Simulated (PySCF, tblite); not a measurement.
Isomers of C6H10F2OSi, one GFN2-xTB conformer each. Single-point energies are computed at PBE0/pcSseg-1 (PySCF, gas phase, no added dispersion term), electronic only.

| SMILES | GFN2-xTB relative energy (kcal/mol) |
| --- | --- |
| O=C[C@@H]1C[SiH2][C@@H](C(F)F)C1 | 0.0 |
| C=C[C@](C=O)(C[SiH3])C(F)F | 27.9 |
| COC1=C[C@@H](C(F)F)[SiH2]C1 | 4.0 |

Conformers: `[O:1]=[CH:2][C@@H:3]1[CH2:4][SiH2:5][C@@H:6]([CH:7]([F:8])[F:9])[CH2:10]1` with O1–C2–C3–C4 30°, Si5–C6–C7–F8 -59°, C2–C3–C4–Si5 -70°, C3–C4–Si5–C6 -22°, C4–Si5–C6–C7 -127°, Si5–C6–C10–C3 32°; `[CH2:1]=[CH:2][C@:3]([CH:4]=[O:5])([CH2:6][SiH3:7])[CH:8]([F:9])[F:10]` with C1–C2–C3–C4 46°, C2–C3–C4–O5 -103°, C2–C3–C6–Si7 -179°, C2–C3–C8–F9 -168°; `[CH3:1][O:2][C:3]1=[CH:4][C@@H:5]([CH:6]([F:7])[F:8])[SiH2:9][CH2:10]1` with C1–O2–C3–C4 0°, C4–C5–C6–F7 -69°.

Q: What does PBE0/pcSseg-1 give for the same structures?

A: 
```json
{"SMILES": "O=C[C@@H]1C[SiH2][C@@H](C(F)F)C1", "PBE0/pcSseg-1 E (Eh)": "-798.32593", "PBE0/pcSseg-1 (kcal/mol)": "0.0", "GFN2-xTB (kcal/mol)": "0.0", "point group": "C1"}
{"SMILES": "COC1=C[C@@H](C(F)F)[SiH2]C1", "PBE0/pcSseg-1 E (Eh)": "-798.30987", "PBE0/pcSseg-1 (kcal/mol)": "10.1", "GFN2-xTB (kcal/mol)": "4.0", "point group": "C1"}
{"SMILES": "C=C[C@](C=O)(C[SiH3])C(F)F", "PBE0/pcSseg-1 E (Eh)": "-798.27906", "PBE0/pcSseg-1 (kcal/mol)": "29.4", "GFN2-xTB (kcal/mol)": "27.9", "point group": "C1"}
```

Both levels put the same isomer lowest; measured from each level's own lowest isomer, the values differ by up to 6.1 kcal/mol (COC1=C[C@@H](C(F)F)[SiH2]C1: 4.0 against 10.1). As drawn, the highest has a C=C bond outside aromatic rings and a quaternary carbon, which the lowest lacks.

Q: Which frontier levels, dipoles and rotational constants go with these structures?

A: 
```
                          SMILES  HOMO (eV, PBE0/pcSseg-1)  LUMO (eV)  dipole (D)       A, B, C (MHz)
O=C[C@@H]1C[SiH2][C@@H](C(F)F)C1                     -7.75      -1.18        4.00  1917, 791.0, 703.1
     COC1=C[C@@H](C(F)F)[SiH2]C1                     -6.72       0.64        2.50  1706, 737.7, 538.4
      C=C[C@](C=O)(C[SiH3])C(F)F                     -7.65      -1.05        3.03   1295, 1018, 768.3
```

Q: What happens when harmonic zero-point energies from GFN2-xTB frequencies are added?

A: 
| SMILES | ZPE (kcal/mol) | electronic (kcal/mol) | with ZPE (kcal/mol) |
| --- | --- | --- | --- |
| O=C[C@@H]1C[SiH2][C@@H](C(F)F)C1 | 92.7 | 0.0 | 0.0 |
| COC1=C[C@@H](C(F)F)[SiH2]C1 | 91.6 | 10.1 | 9.0 |
| C=C[C@](C=O)(C[SiH3])C(F)F | 88.3 | 29.4 | 25.0 |

The zero-point energies span 4.4 kcal/mol. The order is unchanged.
